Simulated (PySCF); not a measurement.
A calculated (PBE, PySCF 2.14, x2c-TZVPPall, scalar relativity by spin-free X2C-1e) atom or ion has these occupied shells.

```tsv
shell	electrons	orbital energy (eV)	rms radius, mean of both spins (bohr)
1s α	1	-59110.9	0.0227
1s β	1	-59110.9	0.0227
2s α	1	-9972.6	0.0918
2s β	1	-9972.6	0.0918
2p α	3	-8827.9	0.0829
2p β	3	-8827.9	0.0829
3s α	1	-2241.1	0.236
3s β	1	-2240.7	0.236
3p α	3	-1892.9	0.237
3p β	3	-1892.4	0.237
3d α	5	-1451.9	0.216
3d β	5	-1451.6	0.216
4s α	1	-440.57	0.529
4s β	1	-439.62	0.529
4p α	3	-325.61	0.563
4p β	3	-324.68	0.563
4d α	5	-170.25	0.617
4d β	5	-169.33	0.617
5s α	1	-52.235	1.31
5s β	1	-51.610	1.31
5p α	3	-26.145	1.58
5p β	3	-25.521	1.58
6s α	1	-3.976	4.30
4f α	7	-2.147	0.930
4f β	6	-1.309	0.930
5d α	1	-1.151	4.48
```

(1) Name the element and its charge.

Answers

(1) Tm (thulium, neutral), in [Xe] 4f13 5d1 6s1, one real determinant (an excited configuration).
